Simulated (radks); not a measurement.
Results of a calculation; reference values are marked as such.
Excited configurations of the xenon ion Xe24+: one electron is placed in a higher orbital outside [Ar] 3d10 4s1. The ground configuration is [Ar] 3d10 4s2. Level of theory: Dirac Kohn-Sham, PBEsol, spin-unpolarised, spherical densities, finite nucleus; open shells fill j = l - 1/2 first; Fermi nuclear charge, rms radius 4.7859 fm (a radial shooting solver on a logarithmic mesh with Libxc functionals). Excitation = E - E(ground); binding = E(ion) - E, where the ion is the core of charge +25; n* = 25/sqrt(2 binding) in atomic units. These energies are relativistic, and a one-electron ion of charge +25 with no core already has n* below n in this formula (Dirac formula, point nucleus: 5s1/2 4.986, 6s1/2 5.985, 6d3/2 5.994, 7d3/2 6.993, 7f5/2 6.996). The quantum defect is therefore taken as that value minus n*, so that it holds no relativistic shift of the bare ion.

outer orbital  excitation (eV)  binding (eV)     n*  quantum defect  eigenvalue (eV)  <r> (bohr)
5s1/2                   348.23        476.32  4.225           0.761          -467.30       1.079
6s1/2                   513.07        311.48  5.225           0.760          -305.67       1.646
6d3/2                   551.54        273.02  5.581           0.413          -267.53       1.759
7d3/2                   628.03        196.52  6.578           0.415          -192.85       2.487
7f5/2                   641.64        182.91  6.818           0.178          -179.31       2.551

The Delta-SCF ionisation energy is 824.55 eV (NIST Atomic Spectra Database: 818 eV, theoretical). Self-interaction in the functional shifts the binding energies and quantum defects, so they are the method's values and not measured ones. Spin polarisation and multiplet splitting are left out, so open shells lie too high by an amount that depends on their filling.

Beside tabulated values, note that spin-unpolarised runs miss the spin-polarisation part of the exchange energy of open shells.
